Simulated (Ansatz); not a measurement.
Reaction (formal exchange of groups at a Ga–C bond): `C=[C](O)[GaH2]` + `C=[CH][GeH3]` → `[GaH2][GeH3]` + `C=CC(=C)O`

Program: Ansatz. Geometries: PBE0-D4/def2-TZVP. ΔE: electronic, gas phase. CCSD(T)/CBS adds triple-zeta CCSD(T) − MP2 to the extrapolated MP2 energy (def2 sets, frozen cores). DFT in def2-TZVPP. For Ga, Ge outer-core shells are correlated without core-valence functions, which leaves a few kJ/mol of doubt a bond. Scalar relativity is left out up to krypton. One conformer a species, not always the lowest.

`C=[C](O)[GaH2]`:

Cartesian coordinates in Å:
```
C 1.403 0.165 -0.490
C 0.067 0.142 -0.446
O -0.631 0.495 -1.567
Ga -0.826 -0.392 1.216
H 1.943 0.454 -1.387
H 1.978 -0.109 0.384
H -1.572 0.433 -1.394
H -2.401 -0.407 1.227
H 0.038 -0.780 2.458
```

`C=[CH][GeH3]`:

```xyz
9

C    -0.166    0.070    1.567
C    -0.682    0.034    0.344
Ge    0.403   -0.063   -1.259
H     0.906    0.046    1.740
H    -0.793    0.124    2.453
H    -1.764    0.059    0.230
H     0.072   -1.335   -2.061
H     1.885   -0.086   -0.848
H     0.139    1.151   -2.166
```

`[GaH2][GeH3]`:

Cartesian coordinates in Å:
```
Ga 0.032 -1.232 0.689
Ge -0.039 0.888 -0.524
H 1.323 -2.129 0.644
H -1.196 -1.707 1.547
H -1.470 1.328 -0.882
H 0.569 2.003 0.353
H 0.781 0.850 -1.828
```

`C=CC(=C)O`:

Cartesian coordinates in Å:
```
C -0.317 -1.605 1.045
C 0.361 -0.837 0.198
C -0.056 0.494 -0.220
C 0.657 1.234 -1.077
O -1.222 0.900 0.339
H -1.248 -1.268 1.485
H 0.044 -2.588 1.319
H 1.293 -1.183 -0.236
H 1.580 0.849 -1.486
H 0.340 2.224 -1.384
H -1.431 1.781 0.017
```

```tsv
level	ΔE (kcal/mol)
ωB97X-V	-13.6
PBE	-16.4
MP2/def2-TZVPP	-12.2
HF/CBS(def2)	-14.7
```

**Question.** What does CCSD(T)/CBS give? (Best estimate.)

**Answer.** Ansatz gave: -12.5 kcal/mol. The listed levels differ from it by -1.1, -3.9, 0.3, -2.2 kcal/mol.

Largest T1 diagnostic among the species: 0.013.

In def2-TZVPP, CCSD(T) changes the Hartree–Fock value by +2.0 kcal/mol (the triples alone add +0.3 kcal/mol) and MP2 by +2.5 kcal/mol.
